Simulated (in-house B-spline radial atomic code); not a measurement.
## OEP/ALDAx excitations of Mn VIII (Mn7+)

Method: OEP/ALDAx. Computed with an all-electron radial atomic-structure program (B-spline basis): linear response of the closed shell [Ne] 3s2 3p6 with the adiabatic LDA exchange kernel on the exchange-only optimised effective potential; scalar-relativistic (spin-free one-electron X2C), finite nucleus, no spin-orbit coupling, no double excitations, S, P, D and F terms only. Only terms of natural parity with L up to 3 were computed.

Command:
```bash
python run_td.py task.json out
```
Settings (radii: box in bohr, nucleus in fm):
```
Z                        25
electrons                18
configuration            [Ne] 3s2 3p6
hamiltonian              x2c
method                   oep
box_radius               12.81
rms_radius               3.7057
intervals                103
```

Time taken, with all properties: 1.2 s on 1 thread of Arm Neoverse N1, with other jobs on the host.

The lowest states, in the order of their Tamm-Dancoff energies; the method's threshold (minus the highest occupied level) is 195.82 eV. Labels give the largest channel, * marks a mixed state, and oscillator strengths are full-response dipole values. Semilocal kernels can invert the small singlet-triplet splittings of Rydberg terms. Energies in eV:

| state | full response | Tamm-Dancoff | oscillator strength |
| --- | --- | --- | --- |
| 3p → 3d 3P | 47.28 | 47.44 | - |
| 3p → 3d 3F | 48.62 | 48.73 | - |
| 3p → 3d 1F | 52.81 | 52.85 | - |
| 3p → 3d 1P | 67.38 | 70.33 | 3.24 |
| 3s → 3d 3D | 82.35 | 82.40 | - |
| 3s → 3d 1D | 87.56 | 87.72 | - |
| 3p → 4s 3P | 98.17 | 98.18 | - |
| 3p → 4s 1P | 99.33 | 99.39 | 0.298 |
| 3p → 4p 3S | 107.74 | 107.78 | - |
| 3p → 4p 3D | ? | ? | - |
| 3p → 4p 1D | 109.76 | 109.77 | - |
| 3p → 4p 1S | ? | ? | - |
| 3p → 4d 3P | 124.68 | 124.70 | - |
| 3p → 4d 3F | 125.05 | 125.06 | - |
| 3p → 4d 1F | 125.52 | 125.52 | - |
| 3p → 4d 1P | 126.36 | 126.45 | 0.355 |
| 3s → 4s 3S | 131.54 | 131.55 | - |
| 3s → 4s 1S | 133.78 | 133.90 | - |
| 3p → 4f 3D | 136.08 | 136.10 | - |
| 3p → 4f 1D | 137.83 | 137.87 | - |
| 3p → 5s 3P | 141.63 | 141.63 | - |
| 3p → 5s 1P | 142.04 | 142.04 | 0.0333 |

Q: Where does 3p → 4p 1S lie?

A: At 114.06 eV in full response, 114.36 eV in Tamm-Dancoff.

Q: Where does 3p → 4p 3D lie?

A: At 108.94 eV in full response, 108.95 eV in Tamm-Dancoff.

Q: How large is the singlet-triplet splitting of 3p → 3d (F terms) in Tamm-Dancoff?

A: 4.13 eV, from the unrounded values.

Q: What polarisabilities and dispersion coefficient does the method give?

A: Dipole 0.624 bohr³, quadrupole 0.4562 bohr⁵, C6 0.8296 hartree·bohr⁶ for two such species.
